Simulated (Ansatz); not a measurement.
Born–Oppenheimer molecular dynamics of BCl$_{3}$H$_{4}$OSi (10 atoms, charge 0, multiplicity 1). It starts at the highest image of a converged band, a first-order saddle point between two minima.

Level of theory: RKS LDA/def2-SVP (Ansatz 0.2.0).

```
ensemble                      : NVE (velocity Verlet)
time step                     : 0.5 fs
steps asked                   : 200
starting velocities drawn for : 300 K
seed                          : 4352
```

First frame:

```xyz
10
Properties=species:S:1:pos:R:3
B -0.001 -0.310 -0.012
Cl 0.163 0.068 2.145
Cl 1.335 0.535 -0.787
Cl -1.658 0.069 -0.532
O 0.224 -1.709 0.296
Si -0.757 -2.986 -0.292
H -0.013 -4.222 0.115
H -2.108 -2.939 0.357
H -0.841 -2.855 -1.782
H 0.317 -1.275 1.540
```

Task: How far do the bonds stretch over the last three quarters of this one trajectory? (Pairs bonded in most of those frames.)

Result: 
```
   bond  mean (Å)  spread (Å)  shortest  longest
 B1–Cl3     1.749       0.018      1.72     1.78
 B1–Cl4     1.771       0.026      1.72     1.81
  B1–O5     1.367       0.030      1.32     1.46
Cl2–H10     1.326       0.046      1.26     1.43
 O5–Si6     1.696       0.027      1.65     1.74
 Si6–H7     1.500       0.013      1.48     1.52
 Si6–H8     1.504       0.009      1.49     1.52
 Si6–H9     1.513       0.076      1.40     1.62
```

Pairs bonded in part of these frames only: B1–Cl2 16 %.

Mean temperature of the second half: 391 K. The conserved energy stayed within 0.16 meV per atom of its start (net change 0.069 meV per atom), so the integration is sound. The kinetic energy rose, since the run started high on the potential surface and went downhill. It ends in pieces (BCl2H3OSi + ClH), so much of that is their flight and rotation, not heat. A run of 0.1 ps of so small a system gives no equilibrium averages. The orbitals stay closed-shell, which can raise the energy where a bond breaks towards radicals; this wasn't checked here.

Run time: 2.4 min on 4 threads of Arm Neoverse V2, with other jobs on the host, peak memory 0.17 GiB.
